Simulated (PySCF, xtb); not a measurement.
C4H9FSi, SMILES C[C@H]1C[C@@]1(F)[SiH3].

GFN2-xTB in xtb at its own geometry gives an orbital gap of 5.56 eV and a dipole moment of 2.27 D.

The structure is a stationary point at B3LYP-D3(BJ)/def2-SVP. The structure was generated by enumeration; whether it is a known compound was not checked.

Q: What does PySCF with PBE0/def2-TZVP give? (An estimate is asked for; the answer gives what the named calculation found.)

A: gap 8.57 eV (levels -7.87 and 0.70 eV), dipole 1.77 D.
